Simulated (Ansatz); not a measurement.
`C[Si](C)(C)OBF`. Total charge 0; spin multiplicity 1.

```xyz
17

C    -1.769   -0.330    0.324
Si   -0.039    0.047   -0.256
C    -0.045    0.933   -1.891
C     1.007   -1.493   -0.317
O     0.662    1.123    0.828
B     0.941    1.074    2.131
F     0.645   -0.018    2.847
H    -1.755   -0.809    1.305
H    -2.366    0.583    0.398
H    -2.274   -1.004   -0.374
H    -0.488    0.308   -2.672
H    -0.622    1.859   -1.831
H     0.972    1.189   -2.200
H     2.032   -1.261   -0.617
H     1.040   -1.981    0.661
H     0.601   -2.209   -1.037
H     1.457    1.990    2.701
```

(1) Give the diagnostics of a CCSD(T)/def2-TZVPP run (frozen core, Ansatz). (Best estimate.)

Results:

(1) Computed: T1 = 0.0114, largest single amplitude 0.027, largest double 0.013, (T) share of the correlation energy 3.5 %, 8 CCSD cycles. The RHF solution is stable towards an unrestricted one. T1 lies under the customary mark of 0.02 for closed shells.
